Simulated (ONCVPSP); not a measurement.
# PBE ONCV dataset for antimony, fully relativistic all-electron reference.

The input file (ONCVPSP 4.0.1):

```
# ATOM AND REFERENCE CONFIGURATION
# atsym  z   nc   nv     iexc    psfile
  Sb 51.00    8    3        4      upf
#
#   n    l    f
    1    0    2.00
    2    0    2.00
    2    1    6.00
    3    0    2.00
    3    1    6.00
    3    2   10.00
    4    0    2.00
    4    1    6.00
    4    2   10.00
    5    0    2.00
    5    1    2.00
#
# PSEUDOPOTENTIAL AND OPTIMIZATION
# lmax
    2
#
#   l,   rc,      ep,       ncon, nbas, qcut
    0    1.90    0.00    3    7    3.60
    1    2.40    0.00    4    7    3.10
    2    1.20    0.00    4    9   14.40
#
# LOCAL POTENTIAL
# lloc, lpopt,  rc(5),   dvloc0
    4    5    1.05    0.00
#
# VANDERBILT-KLEINMAN-BYLANDER PROJECTORs
# l, nproj, debl
    0    2    3.50
    1    3    2.80
    2    2    1.60
#
# MODEL CORE CHARGE
# icmod, fcfact, rcfact
    3    2.00    1.65
#
# LOG DERIVATIVE ANALYSIS
# epsh1, epsh2, depsh
   -3.00    5.00    0.02
#
# OUTPUT GRID
# rlmax, drl
    6.00    0.01
#
# TEST CONFIGURATIONS
# ncnf
    4
# nvcnf
#   n    l    f
    3
    4    2   10.00
    5    0    2.00
    5    1    3.00
#
    3
    4    2   10.00
    5    0    2.00
    5    1    1.00
#
    3
    4    2   10.00
    5    0    2.00
    5    1    0.00
#
    3
    4    2   10.00
    5    0    0.00
    5    1    5.00
#
```

Command:

```bash
oncvpspr.x < Sb.dat > Sb.out
```

Output (shortened: citation, most of the input echo, consistency checks and plot data are left out):

```
ONCVPSP  (Optimized Norm-Conservinng Vanderbilt PSeudopotential)
relativistic version 4.0.1

#   n    l    f        energy (Ha)
    1    0    2.00    -1.1132727D+03
    2    0    2.00    -1.6962050D+02
    2    1    6.00    -1.4944705D+02    -1.5870121D+02
    3    0    2.00    -3.3508749D+01
    3    1    6.00    -2.7339201D+01    -2.9046810D+01
    3    2   10.00    -1.9108662D+01    -1.9463519D+01
    4    0    2.00    -5.7782949D+00
    4    1    6.00    -3.9541308D+00    -4.2697434D+00
    4    2   10.00    -1.5243331D+00    -1.5701061D+00
    5    0    2.00    -7.5802866D-01
    5    1    2.00    -4.3227021D-01    -4.5936850D-01

Reference configufation results
  iterations    25
  all-electron total energy (Ha)   -6.48319074D+03

Begin loop to  construct optimized pseudo wave functions
and semi-local pseudopoentials for all angular momenta

   Wellstate for l =  0  n =  7 kap= -1
     eigenvalue =   2.7420
     asymptotic potential =   3.2420
     half-point radius =  3.1981

Calculating optimized projector #   1

 for l=   0

    Fraction of norm inside rc  0.397568
    Optimizing pswf for qcut=   3.60 a_B^-1,  ecut=   6.47 Ha
    Residual kinetic energy error=  1.21D-03 Ha

    Energy error per electron        Cutoff
         Ha          eV             Ha
         0.01000     0.27211        4.69
         0.00100     0.02721        7.10
         0.00010     0.00272       32.22
         0.00001     0.00027       53.06

Calculating optimized projector #   2

 for l=   0

    Fraction of norm inside rc  0.091666
    Optimizing pswf for qcut=   3.60 a_B^-1,  ecut=   6.47 Ha
    Residual kinetic energy error=  4.80D-02 Ha

    Energy error per electron        Cutoff
         Ha          eV             Ha
         0.01000     0.27211        9.54
         0.00100     0.02721       24.18
         0.00010     0.00272       46.32
         0.00001     0.00027       58.44

   Wellstate for l =  1  n =  7 kap= -2
     eigenvalue =   2.3677
     asymptotic potential =   2.8677
     half-point radius =  3.7424

   Wellstate for l =  1  n =  9 kap= -2
     eigenvalue =   5.1677
     asymptotic potential =   5.6677
     half-point radius =  4.2653

Calculating optimized projector #   1

 for l=   1

    Fraction of norm inside rc  0.425836
    Optimizing pswf for qcut=   3.09 a_B^-1,  ecut=   4.78 Ha
    Residual kinetic energy error=  2.02D-03 Ha

    Energy error per electron        Cutoff
         Ha          eV             Ha
         0.01000     0.27211        1.76
         0.00100     0.02721        6.09
         0.00010     0.00272       21.93
         0.00001     0.00027       26.33

Calculating optimized projector #   2

 for l=   1

    Fraction of norm inside rc  0.152583
    Optimizing pswf for qcut=   3.09 a_B^-1,  ecut=   4.78 Ha
    Residual kinetic energy error=  6.26D-02 Ha

    Energy error per electron        Cutoff
         Ha          eV             Ha
         0.01000     0.27211        7.72
         0.00100     0.02721       25.20
         0.00010     0.00272       32.08
         0.00001     0.00027       35.84

Calculating optimized projector #   3

 for l=   1

    Fraction of norm inside rc  0.108819
    Optimizing pswf for qcut=   3.09 a_B^-1,  ecut=   4.78 Ha
    Residual kinetic energy error=  4.26D-01 Ha

    Energy error per electron        Cutoff
         Ha          eV             Ha
         0.01000     0.27211       12.68
         0.00100     0.02721       28.00
         0.00010     0.00272       45.79
         0.00001     0.00027       53.79

   Wellstate for l =  1  n =  7 kap=  1
     eigenvalue =   2.3406

   Wellstate for l =  1  n =  9 kap=  1
     eigenvalue =   5.1391

Calculating optimized projector #   1

 for l=   1

    Fraction of norm inside rc  0.469044
    Optimizing pswf for qcut=   3.09 a_B^-1,  ecut=   4.78 Ha
    Residual kinetic energy error=  2.08D-03 Ha

    Energy error per electron        Cutoff
         Ha          eV             Ha
         0.01000     0.27211        1.79
         0.00100     0.02721        7.45
         0.00010     0.00272       22.33
         0.00001     0.00027       26.72

Calculating optimized projector #   2

 for l=   1

    Fraction of norm inside rc  0.162847
    Optimizing pswf for qcut=   3.09 a_B^-1,  ecut=   4.78 Ha
    Residual kinetic energy error=  5.60D-02 Ha

    Energy error per electron        Cutoff
         Ha          eV             Ha
         0.01000     0.27211        7.73
         0.00100     0.02721       25.85
         0.00010     0.00272       32.58
         0.00001     0.00027       36.61

Calculating optimized projector #   3

 for l=   1

    Fraction of norm inside rc  0.111397
    Optimizing pswf for qcut=   3.09 a_B^-1,  ecut=   4.78 Ha
    Residual kinetic energy error=  4.81D-01 Ha

    Energy error per electron        Cutoff
         Ha          eV             Ha
         0.01000     0.27211       11.68
         0.00100     0.02721       25.38
         0.00010     0.00272       44.21
         0.00001     0.00027       51.15

   Wellstate for l =  2  n =  5 kap= -3
     eigenvalue =   0.0757
     asymptotic potential =   0.5757
     half-point radius =  4.2576

Calculating optimized projector #   1

 for l=   2

    Fraction of norm inside rc  0.708533
    Optimizing pswf for qcut=  14.40 a_B^-1,  ecut= 103.62 Ha
    Residual kinetic energy error=  6.62D-09 Ha

    Energy error per electron        Cutoff
         Ha          eV             Ha
         0.01000     0.27211       40.16
         0.00100     0.02721       52.13
         0.00010     0.00272       63.66
         0.00001     0.00027       73.85

Calculating optimized projector #   2

 for l=   2

    Fraction of norm inside rc  0.045450
    Optimizing pswf for qcut=  14.40 a_B^-1,  ecut= 103.62 Ha
    Residual kinetic energy error=  6.98D-10 Ha

    Energy error per electron        Cutoff
         Ha          eV             Ha
         0.01000     0.27211       29.07
         0.00100     0.02721       41.97
         0.00010     0.00272       54.40
         0.00001     0.00027       66.14

   Wellstate for l =  2  n =  5 kap=  2
     eigenvalue =   0.0299

Calculating optimized projector #   1

 for l=   2

    Fraction of norm inside rc  0.719649
    Optimizing pswf for qcut=  14.40 a_B^-1,  ecut= 103.62 Ha
    Residual kinetic energy error=  7.04D-09 Ha

    Energy error per electron        Cutoff
         Ha          eV             Ha
         0.01000     0.27211       40.97
         0.00100     0.02721       53.29
         0.00010     0.00272       64.84
         0.00001     0.00027       75.06

Calculating optimized projector #   2

 for l=   2

    Fraction of norm inside rc  0.044424
    Optimizing pswf for qcut=  14.40 a_B^-1,  ecut= 103.62 Ha
    Residual kinetic energy error=  7.01D-10 Ha

    Energy error per electron        Cutoff
         Ha          eV             Ha
         0.01000     0.27211       29.69
         0.00100     0.02721       42.83
         0.00010     0.00272       55.30
         0.00001     0.00027       67.02

Construct Vanderbilt / Kleinmman-Bylander projectors

B matrix Hermiticity error, ll=  0  kap= -1
   1   2   -2.6804D-04

  Orthonormal projector coefficients  1.2669E+01  1.5779E+00

B matrix Hermiticity error, ll=  1  kap= -2
   1   2   -1.5626D-04
   1   3   -1.5501D-04
   2   3   -1.7514D-04

  Orthonormal projector coefficients  1.2114E+01  2.8853E+00  7.0856E-01

B matrix Hermiticity error, ll=  1  kap=  1
   1   2   -1.6368D-04
   1   3   -1.6361D-04
   2   3   -1.8401D-04

  Orthonormal projector coefficients  1.2309E+01  3.1502E+00  8.3004E-01

B matrix Hermiticity error, ll=  2  kap= -3
   1   2    1.9449D-04

  Orthonormal projector coefficients  8.9036E-01  1.2839E-01

B matrix Hermiticity error, ll=  2  kap=  2
   1   2    2.0099D-04

  Orthonormal projector coefficients  6.9509E-01  8.6427E-02

 Orthonormal scalar projector coefficients, l =  1
  1.2163E+01  2.9629E+00  7.5608E-01  1.8390E-02  1.0735E-03  3.9145E-05

 Orthonormal spin-orbit projector coefficients, l =  1
 -8.6057E-01  4.0502E-01  1.3038E-01 -8.3428E-02  2.2507E-02 -1.9741E-03

 Orthonormal scalar projector coefficients, l =  2
  8.1073E-01  1.1268E-01  4.3934E-04  1.0209E-05

 Orthonormal spin-orbit projector coefficients, l =  2
  8.8324E-02  8.1508E-03 -1.3974E-03 -1.8101E-04

Model core correction analysis
  based on d2Exc/dn_idn_j

d2excae - all-electron derivatives

   -1.961564D-02   -5.635647D-03   -3.020881D-03
   -5.635443D-03   -2.242401D-02   -1.955578D-02
   -3.020751D-03   -1.955518D-02   -2.149264D-02

d2excps - pseudofunction derivatives with no core correction

   -3.760572D-02   -8.158862D-03   -4.259960D-03
   -8.158267D-03   -2.907140D-02   -2.507432D-02
   -4.259567D-03   -2.507300D-02   -2.734137D-02

rms 2nd derivative error    7.293380E-03

rmatch, rhocmatch    0.8617   15.8967

Teter function model core charge with specified parameters

d2excps - pseudofunction derivatives with core correction

   -2.715892D-02   -7.294694D-03   -3.892797D-03
   -7.294285D-03   -2.807966D-02   -2.458788D-02
   -3.892440D-03   -2.458613D-02   -2.707744D-02

rms 2nd derivative error    4.443900E-03

Pseudoatom total energy  -81.173563

Diagnostic tests using Vanderbilt-Kleinman-Bylander pseudopotentials
  relativistic with J = L +/- 1/2 projectors

   l  kap   rcore       rmatch      e in        delta e    norm test   slope test

   0  -1   1.9093633   1.9673357  -0.7580287   0.0000330   1.0000648   1.0006494
   0  -1   1.9093633   1.9673357   2.7419713   0.0000231   1.0003462   1.0003462

   1  -2   2.4110700   2.4842753  -0.4322702  -0.0000015   1.0000315   1.0000563
   1   1   2.4110700   2.4842753  -0.4593685   0.0000008   1.0000347   1.0000330
   1  -2   2.4110700   2.4842753   2.3677298   0.0000403   1.0001821   1.0001821
   1   1   2.4110700   2.4842753   2.3391241   0.0000426   1.0001907   1.0001907
   1  -2   2.4110700   2.4842753   5.1677298   0.0000263   1.0002941   1.0002941
   1   1   2.4110700   2.4842753   5.1459149   0.0000189   1.0002818   1.0002818

   2  -3   1.2046033   1.2411777  -1.5243331  -0.0000115   1.0001852   1.0002646
   2   2   1.2046033   1.2411777  -1.5701061   0.0000403   1.0002016   1.0002046
   2  -3   1.2046033   1.2411777   0.0756669   0.0000515   1.0003911   1.0003911
   2   2   1.2046033   1.2411777   0.0712908   0.0000624   1.0003960   1.0003960

Diagnostic tests using Vanderbilt-Kleinman-Bylander pseudopotentials
  relativistic with scalar and spin-orbit non-local projectors

   l  kap   rcore       rmatch      e in        delta e    norm test   slope test

   0  -1   1.9093633   1.9673357  -0.7580287   0.0000330   1.0000648   1.0006494
   0  -1   1.9093633   1.9673357   2.7419713   0.0000231   1.0003462   1.0003462

   1  -2   2.4110700   2.4842753  -0.4322702  -0.0001563   0.9999414   0.9973584
   1   1   2.4110700   2.4842753  -0.4593685  -0.0001652   0.9999651   0.9981817
   1  -2   2.4110700   2.4842753   2.3677298   0.0000330   1.0002075   1.0002075
   1   1   2.4110700   2.4842753   2.3391241   0.0000231   1.0002299   1.0002299
   1  -2   2.4110700   2.4842753   5.1677298  -0.0002397   1.0003151   1.0003151
   1   1   2.4110700   2.4842753   5.1459149  -0.0002606   1.0002940   1.0002940

   2  -3   1.2046033   1.2411777  -1.5243331  -0.0000289   1.0001855   1.0002523
   2   2   1.2046033   1.2411777  -1.5701061   0.0000227   1.0002020   1.0001929
   2  -3   1.2046033   1.2411777   0.0756669   0.0000319   1.0003893   1.0003893
   2   2   1.2046033   1.2411777   0.0712908   0.0000432   1.0003940   1.0003940

Ghost test for J = L + 1/2

 Testing for bound ghosts
   n   l    E NL Schr. Eq   E Basis Diag.   E Cutoff

       0                       -6.313510     51.22  WARNING - GHOST(-)
   1   0       -0.757996       -0.756580     51.22

   2   1       -0.432272       -0.431101     51.86

   3   2       -1.524345       -1.523351    305.64

 Testing for highly-localized positive-energy ghosts
       l    <radius>/rc     E Basis Diag.   E Cutoff

       1        0.218448        3.237495     51.86  WARNING - GHOST(+)

Ghost test for J = L - 1/2

 Testing for bound ghosts
   n   l    E NL Schr. Eq   E Basis Diag.   E Cutoff

       0                       -6.313510     51.22  WARNING - GHOST(-)
   1   0       -0.757996       -0.756580     51.22

   2   1       -0.459368       -0.458529     51.86

   3   2       -1.570066       -1.569201    305.64

 Testing for highly-localized positive-energy ghosts
       l    <radius>/rc     E Basis Diag.   E Cutoff

       1        0.367979        3.699452     51.86  WARNING - GHOST(+)

Test configuration 0

   n   l kap    f        eae           eps        diff
   1   0  -1  2.0000-1113.27269565
   2   0  -1  2.0000 -169.62049630
   2   1  -2  4.0000 -149.44704571
   2   1   1  2.0000 -158.70121245
   3   0  -1  2.0000  -33.50874947
   3   1  -2  4.0000  -27.33920117
   3   1   1  2.0000  -29.04681018
   3   2  -3  6.0000  -19.10866155
   3   2   2  4.0000  -19.46351889
   4   0  -1  2.0000   -5.77829489
   4   1  -2  4.0000   -3.95413078
   4   1   1  2.0000   -4.26974342
   4   2  -3  6.0000   -1.52433309   -1.52434463   -1.15E-05
   4   2   2  4.0000   -1.57010612   -1.57006583    4.03E-05
   5   0  -1  2.0000   -0.75802866   -0.75799567    3.30E-05
   5   1  -2  1.3333   -0.43227021   -0.43227168   -1.47E-06
   5   1   1  0.6667   -0.45936850   -0.45936768    8.20E-07

    Total energies and differences
      AE_ref= -6.48319074E+03  AE_tst= -6.48319074E+03  dif=  0.00E+00
      PS_ref= -8.11735627E+01  PS_tst= -8.11735627E+01  dif= -2.13E-13
      PSP excitation error=  2.13E-13

Test configuration 1

   n   l kap    f        eae           eps        diff
   1   0  -1  2.0000-1112.95609502
   2   0  -1  2.0000 -169.30541960
   2   1  -2  4.0000 -149.13180808
   2   1   1  2.0000 -158.38590955
   3   0  -1  2.0000  -33.19425364
   3   1  -2  4.0000  -27.02470061
   3   1   1  2.0000  -28.73228212
   3   2  -3  6.0000  -18.79417773
   3   2   2  4.0000  -19.14902710
   4   0  -1  2.0000   -5.46482103
   4   1  -2  4.0000   -3.64075714
   4   1   1  2.0000   -3.95632312
   4   2  -3  6.0000   -1.21191023   -1.21314770   -1.24E-03
   4   2   2  4.0000   -1.25759267   -1.25881291   -1.22E-03
   5   0  -1  2.0000   -0.47108280   -0.47103790    4.49E-05
   5   1  -2  2.0000   -0.17049541   -0.17048351    1.19E-05
   5   1   1  1.0000   -0.19282874   -0.19280740    2.13E-05

    Total energies and differences
      AE_ref= -6.48319074E+03  AE_tst= -6.48349700E+03  dif= -3.06E-01
      PS_ref= -8.11735627E+01  PS_tst= -8.14798051E+01  dif= -3.06E-01
      PSP excitation error= -1.23E-05

Test configuration 2

   n   l kap    f        eae           eps        diff
   1   0  -1  2.0000-1113.64382693
   2   0  -1  2.0000 -169.98851904
   2   1  -2  4.0000 -149.81537654
   2   1   1  2.0000 -159.06967273
   3   0  -1  2.0000  -33.87557676
   3   1  -2  4.0000  -27.70603361
   3   1   1  2.0000  -29.41370294
   3   2  -3  6.0000  -19.47547129
   3   2   2  4.0000  -19.83034583
   4   0  -1  2.0000   -6.14282163
   4   1  -2  4.0000   -4.31834030
   4   1   1  2.0000   -4.63408945
   4   2  -3  6.0000   -1.88641549   -1.88448148    1.93E-03
   4   2   2  4.0000   -1.93237433   -1.93032583    2.05E-03
   5   0  -1  2.0000   -1.08064691   -1.08074886   -1.02E-04
   5   1  -2  0.6667   -0.72792645   -0.72802608   -9.96E-05
   5   1   1  0.3333   -0.76009726   -0.76023368   -1.36E-04

    Total energies and differences
      AE_ref= -6.48319074E+03  AE_tst= -6.48260316E+03  dif=  5.88E-01
      PS_ref= -8.11735627E+01  PS_tst= -8.05859316E+01  dif=  5.88E-01
      PSP excitation error= -4.54E-05

Test configuration 3

   n   l kap    f        eae           eps        diff
   1   0  -1  2.0000-1114.05990053
   2   0  -1  2.0000 -170.39966346
   2   1  -2  4.0000 -150.22699436
   2   1   1  2.0000 -159.48149313
   3   0  -1  2.0000  -34.28481670
   3   1  -2  4.0000  -28.11527841
   3   1   1  2.0000  -29.82304647
   3   2  -3  6.0000  -19.88468871
   3   2   2  4.0000  -20.23959119
   4   0  -1  2.0000   -6.54824415
   4   1  -2  4.0000   -4.72313518
   4   1   1  2.0000   -5.03914643
   4   2  -3  6.0000   -2.28763681   -2.28325509    4.38E-03
   4   2   2  4.0000   -2.33389062   -2.32930468    4.59E-03
   5   0  -1  2.0000   -1.42940580   -1.42989515   -4.89E-04
   5   1  -2  0.0000   -1.04891793   -1.04891793    0.00E+00
   5   1   1  0.0000   -1.08644690   -1.08644690    0.00E+00

    Total energies and differences
      AE_ref= -6.48319074E+03  AE_tst= -6.48170501E+03  dif=  1.49E+00
      PS_ref= -8.11735627E+01  PS_tst= -7.96875401E+01  dif=  1.49E+00
      PSP excitation error= -2.88E-04

Test configuration 4

   n   l kap    f        eae           eps        diff
   1   0  -1  2.0000-1113.06271640
   2   0  -1  2.0000 -169.40944948
   2   1  -2  4.0000 -149.23557756
   2   1   1  2.0000 -158.48968077
   3   0  -1  2.0000  -33.29963607
   3   1  -2  4.0000  -27.13001922
   3   1   1  2.0000  -28.83760831
   3   2  -3  6.0000  -18.89935390
   3   2   2  4.0000  -19.25419321
   4   0  -1  2.0000   -5.56966710
   4   1  -2  4.0000   -3.74485722
   4   1   1  2.0000   -4.06068497
   4   2  -3  6.0000   -1.31143741   -1.31186630   -4.29E-04
   4   2   2  4.0000   -1.35746082   -1.35782906   -3.68E-04
   5   0  -1  0.0000   -0.52717703   -0.52717703    0.00E+00
   5   1  -2  3.3333   -0.21054428   -0.21044416    1.00E-04
   5   1   1  1.6667   -0.23562754   -0.23566340   -3.59E-05

    Total energies and differences
      AE_ref= -6.48319074E+03  AE_tst= -6.48289515E+03  dif=  2.96E-01
      PS_ref= -8.11735627E+01  PS_tst= -8.08780218E+01  dif=  2.96E-01
      PSP excitation error=  5.60E-05
```

Note: ghosts flagged at negative energy: s at -171.8 eV; GHOST(+) flagged for p3/2 at 88.1 eV, p1/2 at 100.7 eV. A true bound ghost makes a file unfit for plane-wave use.

The run took about 8.1 s on one core of a shared server CPU.
